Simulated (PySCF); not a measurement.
## Assigning NMR signals

Molfile (atoms numbered from 1):
```
C5H6F3N3
     RDKit          3D

 17 17  0  0  0  0  0  0  0  0999 V2000
    3.0324    0.0686    0.5999 C   0  0  0  0  0  0  0  0  0  0  0  0
    1.7055   -0.0532   -0.0528 C   0  0  0  0  0  0  0  0  0  0  0  0
    0.4890    0.4937    0.2962 C   0  0  0  0  0  0  0  0  0  0  0  0
   -0.3669    0.0471   -0.6597 N   0  0  0  0  0  0  0  0  0  0  0  0
   -1.7696    0.2886   -0.8014 C   0  0  0  0  0  0  0  0  0  0  0  0
   -2.5722   -0.3394    0.3404 C   0  0  0  0  0  0  0  0  0  0  0  0
   -3.8847   -0.1475    0.1585 F   0  0  0  0  0  0  0  0  0  0  0  0
   -2.3741   -1.6530    0.4486 F   0  0  0  0  0  0  0  0  0  0  0  0
   -2.2645    0.2017    1.5278 F   0  0  0  0  0  0  0  0  0  0  0  0
    0.2921   -0.7203   -1.5299 N   0  0  0  0  0  0  0  0  0  0  0  0
    1.5124   -0.7796   -1.1777 N   0  0  0  0  0  0  0  0  0  0  0  0
    2.9982   -0.3392    1.6089 H   0  0  0  0  0  0  0  0  0  0  0  0
    3.3328    1.1134    0.6634 H   0  0  0  0  0  0  0  0  0  0  0  0
    3.7655   -0.4815    0.0175 H   0  0  0  0  0  0  0  0  0  0  0  0
    0.1808    1.1232    1.1032 H   0  0  0  0  0  0  0  0  0  0  0  0
   -1.9926    1.3616   -0.8127 H   0  0  0  0  0  0  0  0  0  0  0  0
   -2.0912   -0.1722   -1.7402 H   0  0  0  0  0  0  0  0  0  0  0  0
  1  2  1  0
  2  3  2  0
  3  4  1  0
  4  5  1  0
  5  6  1  0
  6  7  1  0
  6  8  1  0
  6  9  1  0
  4 10  1  0
 10 11  2  0
 11  2  1  0
  1 12  1  0
  1 13  1  0
  1 14  1  0
  3 15  1  0
  5 16  1  0
  5 17  1  0
M  END
```

- structure optimised with GFN2-xTB
- NMR shieldings at PBE0/pcSseg-1/GIAO
- program: PySCF 2.14
- fast rotation and ring inversion assumed for equivalent nuclei, a single conformation, non-relativistic Hamiltonian, no solvent model

References, each an isolated molecule treated in the same way: 13C, 1H against TMS.

Problem. Assign these signals to the numbered atoms. 13C{1H} NMR (computed): δ 149.5, 132.5, 128.7, 54.2, 13.2.

Solution. 
| δ (ppm) | atoms | environment | reason |
| --- | --- | --- | --- |
| 149.5 | C2 | substituted aromatic carbon next to a ring nitrogen | – |
| 132.5 | C6 | CF3 carbon | 3 electronegative neighbours deshield it |
| 128.7 | C3 | aromatic CH next to a ring nitrogen | – |
| 54.2 | C5 | sp3 CH2 bonded to N | deshielded by the electronegative neighbour |
| 13.2 | C1 | methyl carbon on an aromatic ring | aliphatic region, no heteroatom directly attached |

Problem. Assign these signals to the numbered atoms. 1H NMR (500 MHz, computed): δ 7.64 (s, 1H), 4.93 (m, 2H), 2.65 (s, 3H).

Solution. 
7.64 → H15, hydrogen on an aromatic CH next to a ring nitrogen: it sits in the deshielding region of the aromatic ring current
4.93 → H16/H17, hydrogen on an sp3 CH2 bonded to N: its carbon carries N, hence the downfield position
2.65 → H12/H13/H14, hydrogen on a methyl carbon on an aromatic ring: benzylic-type position, deshielded by the ring

Splittings by 19F in the carbon and heteronuclear signals aren't shown, as no couplings were computed. Shifts are as computed. Against solution values, carbons near 30 ppm lie about +3 ppm off and those near 130 ppm about +5 ppm. Of 1211 compounds with measured shifts, 218 miss one by over three times the rms of a fit or turn the order of signals round; such compounds aren't used in these exercises. No couplings were computed; multiplicities are counted from neighbouring protons, with m where these are inequivalent, close in shift, in a saturated or five-membered ring or joined by F or P, and br s for small geminal =CH2 splittings.
